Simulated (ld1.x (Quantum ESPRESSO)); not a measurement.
**Transferability test, PAW potential for Cd (Z = 48)**

- Element: cadmium
- Generator: ld1.x (Quantum ESPRESSO) 7.5
- Type: PAW
- Functional: PBEsol
- Relativity: scalar-relativistic
- Frozen core: [Kr]
- Valence charge: 12
- Reference configuration: 4d10 5s2 5p0
- Partial waves: 5s (bound): rcut 2.30, rcutus 2.65 bohr; 5s channel at 1.3 Ry: rcut 2.30, rcutus 2.65 bohr; 5p (bound, empty): rcut 2.00, rcutus 2.35 bohr; 5p channel at 0.35 Ry: rcut 2.00, rcutus 2.35 bohr; 4d (bound): rcut 1.20, rcutus 1.40 bohr; 4d channel at 2.8 Ry: rcut 1.20, rcutus 1.40 bohr; 4f channel at 0.25 Ry: rcut 2.35, rcutus 2.55 bohr
- Local potential: all-electron potential smoothed inside 1.75 bohr (lloc = -1)
- Core correction: a·sin(br)/r model core, default radius (ld1.x builds one for every PAW set, though the input has nlcc=.false.)
- Augmentation charge: BESSEL, radius 1.35 bohr

Energies are relative to the spin-unpolarised reference configuration 4d10 5s2 5p0; without spin polarisation the order of configurations can differ from experiment.

Task: Give the all-electron excitation energy and the error of the potential for: 4d10 5s1 5p0; 4d10 5s0 5p0; 4d9 5s0 5p0; 4d10 5s0 5p1; 4d10 5s0 5p2; 4d10 5s1.5 5p0; 4d8 5s0 5p0.

Result:

```
valence configuration  charge  ΔE all-electron (eV)  error AE − PS (meV)
         4d10 5s1 5p0      +1                 9.308                  +13
         4d10 5s0 5p0      +2                26.404                 +115
          4d9 5s0 5p0      +3                64.402                  +26
         4d10 5s0 5p1      +1                15.157                  +79
         4d10 5s0 5p2       0                 9.766                  +69
       4d10 5s1.5 5p0    +0.5                 3.731                 +2.1
          4d8 5s0 5p0      +4               118.443                 -434
```

Note: ghost state, extra bound levels that the all-electron valence spectrum of the same l lacks: s at -21.1 eV. A true bound ghost makes a file unfit for plane-wave use.
